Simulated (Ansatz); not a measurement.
Consider the redistribution: `O[Si]([SiH3])(Cl)Cl` + `BN(C)[SiH2]Cl` → `BN(C)[SiH2][SiH3]` + `O[Si](Cl)(Cl)Cl`.

Program: Ansatz. Geometries: PBE0-D4/def2-TZVP. ΔE: electronic, gas phase. CCSD(T)/CBS is the MP2 limit (def2-TZVPP, def2-QZVPP) plus CCSD(T) − MP2 in def2-TZVPP, frozen cores. Functionals use def2-TZVPP. Each species was taken in one conformer, which may not be the lowest.

`O[Si]([SiH3])(Cl)Cl`:

Cartesian coordinates in Å:
```
O 1.384 -1.094 -0.808
Si 0.204 0.027 -0.796
Si -0.634 0.225 1.368
Cl 0.938 1.829 -1.459
Cl -1.286 -0.506 -2.107
H 1.830 -1.294 -1.634
H -1.705 1.253 1.354
H 0.459 0.643 2.282
H -1.191 -1.082 1.800
```

`BN(C)[SiH2]Cl`:

Z-matrix (Å, degrees):
```
C
N 1 1.461
H 1 1.093 2 110.9
H 1 1.090 2 109.5 3 -119.9
H 1 1.094 2 111.0 3 120.1
Si 2 1.736 1 117.0 3 -63.6
B 2 1.399 1 122.0 3 116.2
Cl 6 2.058 2 109.9 1 63.6
H 6 1.473 2 109.7 1 -176.8
H 6 1.481 2 109.5 1 -52.3
H 7 1.198 2 119.3 1 1.4
H 7 1.197 2 119.1 1 -178.9
```

`BN(C)[SiH2][SiH3]`:

Cartesian coordinates in Å:
```
B -1.491 -0.209 -0.747
N -0.724 0.482 0.188
C -1.285 1.558 0.997
Si 0.972 0.118 0.470
Si 1.741 -1.620 -0.888
H -0.985 -1.087 -1.389
H -2.645 0.079 -0.901
H -2.337 1.700 0.746
H -1.210 1.328 2.064
H -0.755 2.499 0.821
H 1.147 -0.222 1.912
H 1.765 1.360 0.237
H 1.629 -1.269 -2.327
H 1.000 -2.880 -0.622
H 3.179 -1.836 -0.562
```

`O[Si](Cl)(Cl)Cl`:

```xyz
6

O    -0.449   -1.259   -0.189
Si    0.010    0.247    0.176
Cl    2.032    0.394    0.294
Cl   -0.628    1.572   -1.225
Cl   -0.816    0.685    1.963
H    -0.150   -1.639   -1.018
```

```
        level  ΔE (kJ/mol)
    r2SCAN-D4         11.7
     PBE-QIDH         12.8
      r2SCAN0         12.4
HF/def2-QZVPP         23.1
```

Task: What does CCSD(T)/CBS give? (An estimate is asked.)

Result: The calculation gave: +14.5 kJ/mol. The listed levels differ from it by -2.8, -1.7, -2.1, 8.6 kJ/mol.

Largest T1 diagnostic among the species: 0.013.

Leaving LDA and LC-ωPBE aside and taking each functional with its dispersion term where it has one, the values, not all of them listed here, spread over 10.3 kJ/mol, from B97M-V to BHLYP-D4. LDA lies −6.2 kJ/mol from PBE without D4. In def2-TZVPP, CCSD(T) changes the Hartree–Fock value by −10.2 kJ/mol (the triples alone add −1.2 kJ/mol) and MP2 by −9.2 kJ/mol.
